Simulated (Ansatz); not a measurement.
A structure relaxed at PBE-D4/def2-SVP in Ansatz, charge 0, singlet:

```
atom   x (Å)   y (Å)   z (Å)
  S1  -2.818  -2.557   7.584
  C2  -2.059  -2.025   6.090
  C3  -0.725  -1.759   5.793
  N4  -0.468  -1.358   4.519
  C5  -1.563  -1.298   3.788
  C6  -1.613  -0.909   2.403
  C7  -2.697  -0.806   1.528
  N8  -2.420  -0.406   0.264
  C9  -1.123  -0.184   0.107
 C10  -0.538   0.252  -1.137
 C11  -1.208   0.505  -2.336
 N12  -0.443   0.908  -3.380
 C13   0.835   0.986  -3.045
 C14   1.886   1.386  -3.943
 C15   3.257   1.517  -3.746
 N16   3.990   1.924  -4.821
 C17   3.211   2.116  -5.865
 S18   3.775   2.644  -7.444
 S19   1.498   1.807  -5.601
 S20   1.169   0.548  -1.360
 S21  -0.151  -0.468   1.557
 S22  -3.039  -1.751   4.673
 H23  -1.653  -2.585   8.291
 H24   0.095  -1.856   6.519
 H25  -3.736  -1.030   1.816
 H26  -2.296   0.386  -2.440
 H27   3.762   1.313  -2.790
 H28   5.070   2.701  -7.022
```

(1) Give its formula, name or SMILES and point group.

(2) Summarise the bond lengths by kind (pairs closer than 1.2 times the sum of covalent radii, bridged metal pairs left out).

Answers

(1) `Sc1cnc(-c2cnc(-c3cnc(-c4cnc(S)s4)s3)s2)s1`. Point group Cs (tolerance 0.1 Å).

(2) 10 × C–S 1.74 to 1.78 Å; 8 × C–N 1.32 to 1.36 Å; 7 × C–C 1.39 to 1.44 Å; 4 × C–H 1.10 Å; 2 × H–S 1.36 Å.
